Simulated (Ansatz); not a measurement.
Start from `CBC(C)F` and change one atom or group to get `CC(F)[BH][AlH2]`.

Ansatz, PBE0-D4/def2-TZVP geometries, multiplicity 1. Each molecule was computed in one conformer, which needn't be the lowest.

| property | `CBC(C)F` |
| --- | --- |
| HOMO energy (PBE/def2-TZVPP) / eV | -6.79 |
| LUMO energy (PBE0/def2-TZVPP) / eV | -1.02 |
| LUMO energy (ωB97M-V/def2-TZVPP) / eV | 0.91 |
| HOMO energy (PBE0/def2-TZVPP) / eV | -8.32 |
| HOMO energy (B3LYP/def2-TZVPP) / eV | -8.14 |
| LUMO energy (PBE/def2-TZVPP) / eV | -2.03 |

What does the change do to each property? (An estimate is asked.)

The calculation gave: 
```tsv
property	`CC(F)[BH][AlH2]`	shift
HOMO energy (PBE/def2-TZVPP) / eV	-5.71	1.08
LUMO energy (PBE0/def2-TZVPP) / eV	-2.09	-1.07
LUMO energy (ωB97M-V/def2-TZVPP) / eV	-0.12	-1.03
HOMO energy (PBE0/def2-TZVPP) / eV	-6.86	1.46
HOMO energy (B3LYP/def2-TZVPP) / eV	-6.68	1.46
LUMO energy (PBE/def2-TZVPP) / eV	-3.06	-1.03
```

With PBE0 the HOMO rises by 1.46 eV and the LUMO falls by 1.07 eV, so the gap narrows by about 2.53 eV. PBE moves the HOMO by 1.08 eV and ωB97M-V by 1.68 eV.

B3LYP here is the variant with VWN-RPA as its local correlation; programs differ in this.
